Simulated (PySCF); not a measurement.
## The first ionisation energy along the 5p block

All values are computed (PySCF 2.14, energy differences of UHF-based or UKS calculations, no spin-orbit coupling). Values in eV. The last column holds reference values (NIST; (s) semi-empirical, (t) theoretical, else measured). Unmarked ones compare directly (S terms, centres of terms, or small fine structure); those marked * lie between the lowest fine-structure levels and include a spin-orbit shift.

```
                               element                         configurations  MP2 (valence)  SCS-MP2 (valence)  CCSD(T) (valence)     LDA    PBE0  r2SCAN  reference
In (aug-cc-pVTZ-PP with ECP28MDF, ECP)      [Kr] 4d10 5s2 5p1 → [Kr] 4d10 5s2          5.401              5.385              5.478   5.710   5.615   5.706      5.603
Sn (aug-cc-pVTZ-PP with ECP28MDF, ECP)  [Kr] 4d10 5s2 5p2 → [Kr] 4d10 5s2 5p1          7.158              7.092              7.215   7.412   7.306   7.403      7.389
Sb (aug-cc-pVTZ-PP with ECP28MDF, ECP)  [Kr] 4d10 5s2 5p3 → [Kr] 4d10 5s2 5p2          9.001              8.875              9.015   9.121   9.043   9.166      9.124
Te (aug-cc-pVTZ-PP with ECP28MDF, ECP)  [Kr] 4d10 5s2 5p4 → [Kr] 4d10 5s2 5p3          8.357              8.416              8.515   8.989   8.722   8.735      8.749
 I (aug-cc-pVTZ-PP with ECP28MDF, ECP)  [Kr] 4d10 5s2 5p5 → [Kr] 4d10 5s2 5p4         10.287             10.288             10.345  10.784  10.525  10.531     10.519
Xe (aug-cc-pVTZ-PP with ECP28MDF, ECP)               [Xe] → [Kr] 4d10 5s2 5p5         12.307             12.236             12.248  12.611  12.394  12.428     12.565
```

Q: Which of these methods has the smallest mean absolute error against the measured values here?

A: r2SCAN, with 0.053 eV.

```json
{"method": "MP2 (valence)", "elements": "6", "mean error (eV)": "-0.240", "mean absolute error (eV)": "0.240", "largest error (eV)": "-0.392"}
{"method": "SCS-MP2 (valence)", "elements": "6", "mean error (eV)": "-0.276", "mean absolute error (eV)": "0.276", "largest error (eV)": "-0.333"}
{"method": "CCSD(T) (valence)", "elements": "6", "mean error (eV)": "-0.189", "mean absolute error (eV)": "0.189", "largest error (eV)": "-0.317"}
{"method": "LDA", "elements": "6", "mean error (eV)": "0.113", "mean absolute error (eV)": "0.114", "largest error (eV)": "0.265"}
{"method": "PBE0", "elements": "6", "mean error (eV)": "-0.058", "mean absolute error (eV)": "0.063", "largest error (eV)": "-0.172"}
{"method": "r2SCAN", "elements": "6", "mean error (eV)": "0.003", "mean absolute error (eV)": "0.053", "largest error (eV)": "-0.137"}
```

Errors include the incompleteness of the basis and the frozen core.

"Valence" correlates the outer s and p shells and, in groups 3 to 12 and the f block, the outer d or f shell, open or full, or the next shell where the ion has no valence electron left; the wider scheme adds the next inner shell.
